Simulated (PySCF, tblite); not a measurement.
Species: CH₁₀N₂OSi₃.
Structure used (GFN2-xTB), in Å, numbered top down from 1:
```
atom  x, y, z in Å
N1     2.5548   -0.6633   -0.5151
Si2    1.2029   -0.2266    0.4637
C3     0.6401    1.4874   -0.1514
O4    -0.6473    1.8407    0.2962
Si5   -2.0465    1.0793   -0.0015
Si6   -1.7625   -1.1883    0.2414
N7    -0.0298   -1.3918    0.1362
H8     2.9360   -1.5876   -0.3977
H9     3.3063   -0.0017   -0.6168
H10    1.4651   -0.1492    1.9137
H11    0.6663    1.5319   -1.2451
H12    1.3155    2.2649    0.2162
H13   -2.8653    1.7790    0.9855
H14   -2.5233    1.4267   -1.3556
H15   -2.2254   -1.7835    1.5126
H16   -2.2934   -2.0651   -0.8168
H17    0.2995   -2.3408    0.0539
```

Computed, not measured: CAM-B3LYP/def2-SVPD in PySCF (dipole) on a GFN2-xTB geometry, gas phase.

Take the most abundant isotopes and a rigid rotor. The values belong to one conformer with, in the numbering `[NH2:1][Si@H:2]1[CH2:3][O:4][SiH2:5][SiH2:6][NH:7]1`, H–N1–Si2–C3 -174° and 51°, N1–Si2–C3–O4 165°, Si2–C3–O4–Si5 -61°, C3–O4–Si5–Si6 44°, O4–Si5–Si6–N7 -19°.

(1) What are A, B and C (GHz)?

(2) Classify the top.

(3) Is it planar, by Δ = Ic − Ia − Ib?

(4) Give the other two planar moments, Paa and Pbb, and the rms extents of the mass along the axes.

(5) List the rotational levels J(Ka,Kc) to J = 3 (MHz).

(6) Which lines would a microwave search look for?

(7) Estimate the classical rotational partition function at 25 K, 50 K and 500 K.

Results:

(1) Ia = 228.48, Ib = 417.73, Ic = 602.51 u·Å²; 505379 MHz·u·Å²/I gives 2212, 1210 and 838.8 MHz, that is A = 2.2119, B = 1.2098, C = 0.8388 GHz.

(2) An asymmetric top; Ray's κ = -0.460.

(3) Not planar: Δ = Ic − Ia − Ib = -43.70 u·Å². For a rigid frame Δ = −2 Σ m c², so Σ m c² = 21.85 u·Å² lies off the ab plane: 11.45 from hydrogen and 10.40 from heavier atoms. The atom farthest from that plane is 1.87 Å away.

(4) Paa = Σ m a² = (Ib + Ic − Ia)/2 = 395.88 and Pbb = Σ m b² = (Ia + Ic − Ib)/2 = 206.63 u·Å². With the mass M = 150.01 u, the rms extents √(P/M) along a, b and c are 1.62, 1.17, 0.38 Å.

(5) Above 0(0,0):
J = 1: 1(0,1) 2049, 1(1,1) 3051, 1(1,0) 3422
J = 2: 2(0,2) 6060, 2(1,2) 6777, 2(1,1) 7890, 2(2,1) 10896, 2(2,0) 10982
J = 3: 3(0,3) 11891, 3(1,3) 12318, 3(1,2) 14531, 3(2,2) 17042, 3(2,1) 17443, 3(3,1) 23029, 3(3,0) 23041
The levels of one J sum to (2J + 1)J(J + 1)(A + B + C)/3.

(6) The dipole components are |μa| = 2.14 D, |μb| = 0.89 D, |μc| = 0.27 D. Intensities carry the squares of the components, which stand as 1.00 : 0.17 : 0.02 (a : b : c). Some lines, for components of 0.1 D or more:

| type | branch | J(Ka,Kc) | MHz | lower level (cm⁻¹) |
| --- | --- | --- | --- | --- |
| c | Q | 1(1,1) ← 1(0,1) | 1002 | 0.068 |
| c | Q | 3(2,2) ← 3(1,2) | 2511 | 0.485 |
| b | Q | 5(2,3) ← 5(1,4) | 3437 | 1.132 |
| b | Q | 2(2,1) ← 2(1,2) | 4119 | 0.226 |
| b | Q | 4(2,3) ← 4(1,4) | 5539 | 0.655 |
| a | R | 3(1,3) ← 2(1,2) | 5541 | 0.226 |
| b | Q | 5(3,3) ← 5(2,4) | 6568 | 1.175 |
| a | R | 3(1,2) ← 2(1,1) | 6641 | 0.263 |
| b | R | 4(1,4) ← 3(0,3) | 7740 | 0.397 |
| a | R | 5(1,5) ← 4(1,4) | 9048 | 0.655 |
| a | R | 5(0,5) ← 4(0,4) | 9166 | 0.648 |
| a | R | 5(3,3) ← 4(3,2) | 10429 | 1.046 |
| a | R | 5(4,2) ← 4(4,1) | 10432 | 1.319 |
| a | R | 5(3,2) ← 4(3,1) | 10665 | 1.049 |
| c | R | 4(1,3) ← 3(0,3) | 11364 | 0.397 |
| b | R | 5(2,4) ← 4(1,3) | 11968 | 0.776 |
| b | R | 4(3,2) ← 3(2,1) | 13920 | 0.582 |
| c | R | 5(3,2) ← 4(2,2) | 15873 | 0.875 |
| b | R | 4(4,1) ← 3(3,0) | 16514 | 0.769 |
| c | R | 5(3,3) ← 4(2,3) | 16622 | 0.840 |
| b | R | 5(4,1) ← 4(3,2) | 18639 | 1.046 |

(7) Point group C1, symmetry number σ = 1; q = (√π/σ)·√((kT/h)³/(ABC)), k/h = 20836.6 MHz/K: 14100 at 25 K, 39800 at 50 K, 1260000 at 500 K.

Its GFN2-xTB frequencies are all real (lowest 56 cm⁻¹). These are rigid-rotor constants of the computed structure; measured ground-state constants (B0) also hold zero-point vibration. A rigid rotor knows nothing of inversion at nitrogen, which can split or shift real lines. Quadrupole hyperfine structure (14N) is left out.

The run took 1.8 min wall on Arm Neoverse N1, one thread, no GPU, shared host with 64 logical CPUs at a one-minute load of 56, and the process peaked at 1.1 GiB of memory. This is the CAM-B3LYP/def2-SVPD job that gave the dipole, with the excitations it also computed.
